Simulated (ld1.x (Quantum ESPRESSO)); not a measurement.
oxygen (O), PAW: configuration errors across variants

- Element: oxygen (O)
- Generator: ld1.x (Quantum ESPRESSO) 7.5
- Type: PAW
- Functional: BP86
- Relativity: scalar-relativistic
- Frozen core: [He]
- Valence charge: 6
- Reference configuration: 2s2 2p3 (charge +1)
- Partial waves: 2s (bound): rcut 0.60, rcutus 0.75 bohr; 2s channel at -2.5 Ry: rcut 0.60, rcutus 0.75 bohr; 2p (bound): rcut 1.35, rcutus 1.50 bohr; 2p channel at 3.25 Ry: rcut 1.35, rcutus 1.50 bohr; 3d channel at 0.3 Ry: rcut 1.40, rcutus 1.55 bohr
- Local potential: all-electron potential smoothed inside 1.20 bohr (lloc = -1)
- Core correction: a·sin(br)/r model core inside 0.60 bohr
- Augmentation charge: BESSEL, radius 0.50 bohr

All-electron excitation energies from the reference (eV): (1) 2s2 2p4 -16.521; (2) 2s2 2p2 33.668; (3) 2s2 2p1 87.603; (4) 2s2 2p4.3 -18.673.

2 further variants failed, have other tests or another functional or relativity, and are left out.

Errors AE − PS in meV (a dash: test not solved or not reliable):

| change | (1) | (2) | (3) | (4) | bound ghosts |
| --- | --- | --- | --- | --- | --- |
| base | +15 | +16 | +65 | +23 | none |
| wave 3d channel at 0.3 Ry: rcut 1.40, rcutus 1.55 bohr becomes 3d channel at 0.3 Ry: rcut 1.02, rcutus 1.08 bohr | +15 | +16 | +65 | +23 | none |
| wave 3d channel at 0.3 Ry: rcut 1.40, rcutus 1.55 bohr becomes 3d channel at -0.14 Ry: rcut 1.40, rcutus 1.55 bohr | +15 | +16 | +65 | +23 | none |
| core correction a·sin(br)/r model core inside 0.72 bohr | +16 | +17 | +72 | +23 | none |
| waves 2p (bound): rcut 0.90, rcutus 0.96 bohr; 2p channel at 3.25 Ry: rcut 0.90, rcutus 0.96 bohr | +1.2 | -1.2 | -2.8 | +1.5 | none |
| all radii but the core radius scaled by about 1.33 (s 1.00, p 1.98, d 2.06 bohr, rcut 0.80/1.78/1.86); local potential all-electron potential smoothed inside 1.58 bohr (lloc = -1); augmentation BESSEL, radius 0.66 bohr | +20 | +5.8 | -17 | +33 | none |

Task: Give the same row for: augmentation BESSEL, radius 0.45 bohr.

Result: +13, +13, +50, +19; bound ghosts: none.
